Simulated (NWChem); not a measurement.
Isomers of C₄H₆O, each optimised at B3LYP/6-31G* with NWChem, gas phase unless a solvent is named. Flexible species stand in one conformer each, which need not be the lowest. Pople sets run with spherical d functions. Relative energies count from the lowest isomer at each level and are electronic, without zero-point energy, on those geometries.

A: O(C)CC#C
B: C1=CCOC1
C: C1COC1=C
D: C(C#C)CO

| quantity | A | B | C | D |
|---|---|---|---|---|
| relative energy, PBE/def2-TZVP (kcal/mol) | 36.0 | 0.0 | 8.8 | 25.3 |
| relative energy, B3LYP/def2-TZVP (kcal/mol) | 32.0 | 0.0 | 10.5 | 22.1 |
| relative energy, PBE0/def2-TZVP (kcal/mol) | 38.6 | 0.0 | 10.9 | 27.2 |
| relative energy, LDA (Slater exchange, VWN5)/def2-TZVP (kcal/mol) | 42.7 | 0.0 | 10.6 | 31.2 |
| relative energy, CAM-B3LYP/def2-TZVP (kcal/mol) | 34.1 | 0.0 | 11.3 | 24.1 |
